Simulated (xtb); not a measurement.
C4H5, charge -1, singlet, at a GFN2-xTB geometry; GFN2-xTB (xtb).

The xtb input:
```
$ xtb mol.xyz --gfn 2 --chrg -1 --json

# file mol.xyz
9

C      0.68137789     1.87285781     0.01645036
C      0.62598176     0.50903898     0.00361301
C     -0.52715454    -0.34290368    -0.00222848
C     -0.54674012    -1.68664814    -0.01494501
H     -0.39015689     2.28234825     0.02242338
H      1.58137865    -0.03936154    -0.00345242
H     -1.49125159     0.17262809     0.00454190
H      0.36643243    -2.26759445    -0.02223715
H     -1.46719257    -2.26209020    -0.01861500
```

The log (banner, timings and long lists left out):

```
   ID    Z sym.   atoms
    1    6 C      1-4
    2    1 H      5-9

           -------------------------------------------------
          |                Calculation Setup                |
           -------------------------------------------------

           -------------------------------------------------
          |                 G F N 2 - x T B                 |
           -------------------------------------------------

          ...................................................
          :                      SETUP                      :
          :.................................................:
          :  # basis functions                  21          :
          :  # atomic orbitals                  21          :
          :  # shells                           13          :
          :  # electrons                        22          :
          :  max. iterations                   250          :
          :  Hamiltonian                  GFN2-xTB          :
          :  restarted?                      false          :
          :  GBSA solvation                  false          :
          :  PC potential                    false          :
          :  electronic temp.          300.0000000     K    :
          :  accuracy                    1.0000000          :
          :  -> integral cutoff          0.2500000E+02      :
          :  -> integral neglect         0.1000000E-07      :
          :  -> SCF convergence          0.1000000E-05 Eh   :
          :  -> wf. convergence          0.1000000E-03 e    :
          :  Broyden damping             0.4000000          :
          :  net charge                         -1          :
          :  unpaired electrons                  0          :
          ...................................................

 iter      E             dE          RMSdq      gap      omega  full diag
   1    -11.2369608 -0.112370E+02  0.581E+00    2.83       0.0  T
   2    -11.2735370 -0.365762E-01  0.483E+00    0.82       1.0  T
   3    -11.3226830 -0.491460E-01  0.245E+00    1.94       1.0  T
   4    -11.3238912 -0.120824E-02  0.791E-01    1.71       1.0  T
   5    -11.3264976 -0.260635E-02  0.346E-01    1.73       1.0  T
   6    -11.3269648 -0.467266E-03  0.126E-01    1.75       1.0  T
   7    -11.3269913 -0.264384E-04  0.456E-02    1.77       1.0  T
   8    -11.3269894  0.191027E-05  0.298E-02    1.78       1.1  T
   9    -11.3269941 -0.469588E-05  0.612E-03    1.78       5.4  T
  10    -11.3269941 -0.621542E-07  0.241E-03    1.78      13.8  T
  11    -11.3269942 -0.394377E-07  0.100E-03    1.78      33.2  T
  12    -11.3269942 -0.705294E-08  0.880E-05    1.78     378.8  T
  13    -11.3269942  0.438760E-12  0.739E-05    1.78     451.1  T

   *** convergence criteria satisfied after 13 iterations ***

         :::::::::::::::::::::::::::::::::::::::::::::::::::::
         ::                     SUMMARY                     ::
         :::::::::::::::::::::::::::::::::::::::::::::::::::::
         :: total energy             -11.139514203225 Eh    ::
         :: gradient norm              0.000056384427 Eh/a0 ::
         :: HOMO-LUMO gap              1.777514359739 eV    ::
         ::.................................................::
         :: SCC energy               -11.326993771979 Eh    ::
         :: -> isotropic ES            0.125597965251 Eh    ::
         :: -> anisotropic ES          0.012080117000 Eh    ::
         :: -> anisotropic XC          0.008701082323 Eh    ::
         :: -> dispersion             -0.005383741321 Eh    ::
         :: repulsion energy           0.187479568754 Eh    ::
         :: add. restraining           0.000000000000 Eh    ::
         :: total charge              -1.000000000000 e     ::
         :::::::::::::::::::::::::::::::::::::::::::::::::::::

           -------------------------------------------------
          |                Property Printout                |
           -------------------------------------------------

[...]
         5        2.0000           -0.2731015              -7.4315
         6        2.0000           -0.2644665              -7.1965
         7        2.0000           -0.2274712              -6.1898
         8        2.0000           -0.2158030              -5.8723
         9        2.0000           -0.1828022              -4.9743
        10        2.0000           -0.1242257              -3.3804
        11        2.0000           -0.0749517              -2.0395 (HOMO)
        12                         -0.0096292              -0.2620 (LUMO)
        13                          0.1045563               2.8451
        14                          0.3051705               8.3041
        15                          0.3241815               8.8214
        16                          0.3734515              10.1621
        17                          0.4088559              11.1255
        18                          0.5045245              13.7288
        19                          0.5815398              15.8245
        20                          0.7725044              21.0209
        21                          0.8303552              22.5951
      -------------------------------------------------------------
                  HL-Gap            0.0653225 Eh            1.7775 eV
             Fermi-level           -0.0422904 Eh           -1.1508 eV

     #   Z          covCN         q      C6AA      α(0)
     1   6 C        1.896    -0.338    41.781    10.439
     2   6 C        2.888    -0.078    29.948     8.972
     3   6 C        2.887    -0.035    28.864     8.808
     4   6 C        2.836    -0.144    31.684     9.224
     5   1 H        0.913    -0.151     7.754     4.356
     6   1 H        0.923    -0.096     5.415     3.639
     7   1 H        0.924    -0.044     3.951     3.109
     8   1 H        0.925    -0.047     4.029     3.139
     9   1 H        0.925    -0.066     4.518     3.324

 Mol. C6AA /au·bohr⁶  :       1166.957427
 Mol. C8AA /au·bohr⁸  :      26364.579173
 Mol. α(0) /au        :         55.009767

Wiberg/Mayer (AO) data.
largest (>0.10) Wiberg bond orders for each atom

 ---------------------------------------------------------------------------
     #   Z sym  total        # sym  WBO       # sym  WBO       # sym  WBO
 ---------------------------------------------------------------------------
     1   6 C    2.889 --     2 C    1.705     5 H    0.952     4 C    0.168
     2   6 C    3.934 --     1 C    1.705     3 C    1.196     6 H    0.956
     3   6 C    3.973 --     4 C    1.750     2 C    1.196     7 H    0.964
     4   6 C    3.932 --     3 C    1.750     8 H    0.978     9 H    0.975
                             1 C    0.168
     5   1 H    0.977 --     1 C    0.952
     6   1 H    0.991 --     2 C    0.956
     7   1 H    0.998 --     3 C    0.964
     8   1 H    0.998 --     4 C    0.978
     9   1 H    0.996 --     4 C    0.975
 ---------------------------------------------------------------------------

Topologies differ in total number of bonds
Writing topology from bond orders to xtbtopo.mol

molecular dipole:
                 x           y           z       tot (Debye)
 q only:       -0.244      -0.964      -0.009
   full:       -0.817      -1.544      -0.013       4.440
molecular quadrupole (traceless):
                xx          xy          yy          xz          yz          zz
 q only:        2.666      -3.347      -9.349      -0.024      -0.146       6.684
  q+dip:        3.987      -6.915      -9.637      -0.062      -0.132       5.649
   full:        3.408      -7.215     -10.786      -0.061      -0.158       7.378

           -------------------------------------------------
          | TOTAL ENERGY              -11.139514203225 Eh   |
          | GRADIENT NORM               0.000056384427 Eh/α |
          | HOMO-LUMO GAP               1.777514359739 eV   |
           -------------------------------------------------

normal termination of xtb
```
